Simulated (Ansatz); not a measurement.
Rb₄H₄. Total charge 0; singlet. Geometry PBE0-D4/def2-SVP; atoms count from 1.

```
atom   x (Å)   y (Å)   z (Å)
 Rb1  -1.032   0.806   1.627
 Rb2   1.028  -0.795  -1.634
 Rb3  -2.510  -2.552  -2.335
 Rb4   2.514   2.540   2.343
  H5   0.155   2.489   3.393
  H6  -1.665  -0.873  -0.453
  H7  -0.151  -2.499  -3.387
  H8   1.662   0.884   0.445
```

In the def2 sets Rb takes a core potential; there is no spin–orbit coupling. The structure comes from a short search, and lower isomers may exist.

(1) Estimate the Mulliken populations from the PBE0/def2-TZVP orbitals of Ansatz.

Answers

(1) 
```json
{"atom": "Rb1", "charge (e)": "0.76"}
{"atom": "Rb2", "charge (e)": "0.76"}
{"atom": "Rb3", "charge (e)": "0.35"}
{"atom": "Rb4", "charge (e)": "0.35"}
{"atom": "H5", "charge (e)": "-0.49"}
{"atom": "H6", "charge (e)": "-0.62"}
{"atom": "H7", "charge (e)": "-0.49"}
{"atom": "H8", "charge (e)": "-0.62"}
```
Mulliken values depend strongly on the basis.
